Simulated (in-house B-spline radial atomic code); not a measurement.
A run on O- that did not converge. Method: non-relativistic PBE0, spin-polarised, spherical fractional occupations, exact exchange averaged over the configuration, point nucleus; computed with a B-spline radial code for spherical atoms.

Command:
```bash
python run_scf.py task.json out
```
Settings:
```
Z                8
configuration    [He] 2s2 2p5
hamiltonian      nr
method           pbe0
spin_polarised   True
exact_exchange   averaged over the configuration
```

First and last ten iterations of the last attempt (damped for 15 steps, keeping 80 % of the old Fock matrix, then DIIS):
```
 iter        energy (Eh)    residual
    1         -73.833977    1.45e-01
    2         -73.660996    1.79e-01
    3         -74.386321    1.16e-01
    4         -74.778332    7.21e-02
    5         -74.963365    4.03e-02
    6         -75.036329    2.06e-02
    7         -75.059488    9.55e-03
    8         -75.065393    4.27e-03
    9         -74.221834    7.10e-02
   10         -74.965517    3.87e-02
  111         -74.252172    6.82e-02
  112         -72.569513    1.07e-01
  113         -70.036633    1.03e-01
  114         -70.114800    9.60e-02
  115         -70.135766    9.56e-02
  116         -70.327352    1.15e-01
  117         -70.225818    1.08e-01
  118         -74.048728    1.53e-01
  119         -74.447268    1.10e-01
  120         -74.841144    6.21e-02
 not converged after 120 iterations
```

The smallest residual met was 1.9e-03; the threshold is about 1e-07. No energy from this run should be used. Time taken, with all properties: 3.2 s on 1 thread of Arm Neoverse N1, with other jobs on the host.
